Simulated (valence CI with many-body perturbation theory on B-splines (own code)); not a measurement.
Ga in brief

Calculated by valence CI with perturbative core correlation (CI+MBPT): three valence electrons over a frozen Dirac-Fock core [Ar] 3d10, radial functions for each j: 9 s, 9 p, 8 d, 6 f, 3 g, 1 h, with the one-electron correlation potential Σ1 (screened to all orders), the two-electron term Σ2, the three-electron term Σ3, Breit, model QED; selected single and double excitations, second order for the rest, scaled by the run's own slope (own B-spline code, finite nucleus).

Set against measurement, 7 paired levels are off by 179 cm⁻¹ on average, the worst by 256. These come from a selection out of the NIST Handbook of Basic Atomic Spectroscopic Data. Levels without a partner in it may be off by more.

Rates and lifetimes use the calculated energies. Strong lines usually hold to 10 to 20 %, long lifetimes can be off by a factor of two.

Problem. What is the ground level?

Solution. 4s2.4p 2P°_1/2, composition 95 % 4s2.4p 2P°, g = 0.666.

Problem. How well does LS coupling describe the low levels?

Solution. Among the lowest 19 levels the leading LS term, summed over configurations, holds 100 % on average. For single configurations the figures are 92 % in LS and 87 % in jj coupling. Terms hardly mix: every one of these levels is at least 95 % one term.

Problem. What is the ionisation energy?

Solution. 5.9706 eV; NIST lists 5.9993 eV (measured).

Problem. How is the term 2P° of the ground level split?

Solution. J = 1/2 at 0.0000, J = 3/2 at 0.1007 eV.

Problem. Name the longest-lived excited levels whose lifetime is computed, and their main decay.

Solution. 4s2.4p 2P°_3/2 at 0.1007 eV lives 207 s, mostly by M1 to 4s2.4p 2P°_1/2.
